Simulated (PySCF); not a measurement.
(Z)-1-bromo-2-chloroethene (C₂H₂BrCl), SMILES Cl/C=C\Br. Geometry: PBE-D3(BJ)/def2-SVP.

Give the equilibrium geometry at PBE-D3(BJ)/def2-SVP (PySCF confirms it by a frequency run) as Cartesian coordinates in Å, and its point group. (Estimate from the structure and the level; the computed values follow.)

point group Cs.
```xyz
6

Cl     0.5570     2.1051     0.0000
C     -0.9766     1.3190     0.0000
C     -1.1655    -0.0133     0.0000
Br     0.2116    -1.2911     0.0000
H     -1.8408     2.0013     0.0000
H     -2.1814    -0.4340     0.0000
```
